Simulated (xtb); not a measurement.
xtb input (GFN2-xTB):

```bash
xtb mol.xyz --gfn 2 --ohess tight --chrg 0 --uhf 0
```
mol.xyz:
```
13

C     -2.42436932    -0.62984131    -0.41139710
N     -1.37043300     0.39595221    -0.39723346
C     -1.82709255     1.73464691    -0.14177279
Si     0.19971761    -0.05648054     0.03637706
Cl     0.56765535    -0.40190754     2.03803926
Cl     1.49224167     1.39054850    -0.54411413
Cl     0.70387616    -1.81303237    -0.92573474
H     -3.10618965    -0.35175519    -1.25396395
H     -3.05319011    -0.65249452     0.49349366
H     -2.07067979    -1.57632637    -0.62088296
H     -2.50828005     2.00589139    -1.01035963
H     -2.39460349     1.86639797     0.76705050
H     -1.03017419     2.41933910    -0.11926597
```

End of the output:

```
optimized geometry written to: xtbopt.xyz

           -------------------------------------------------
          | TOTAL ENERGY              -25.789862378336 Eh   |
          | TOTAL ENTHALPY            -25.692554477560 Eh   |
          | TOTAL FREE ENERGY         -25.740910322266 Eh   |
          | GRADIENT NORM               0.000217244928 Eh/α |
          | HOMO-LUMO GAP               5.661424984641 eV   |
           -------------------------------------------------

------------------------------------------------------------------------
------------------------------------------------------------------------
 total:
 SCF:
 ANC optimizer:
 analytical hessian:
```
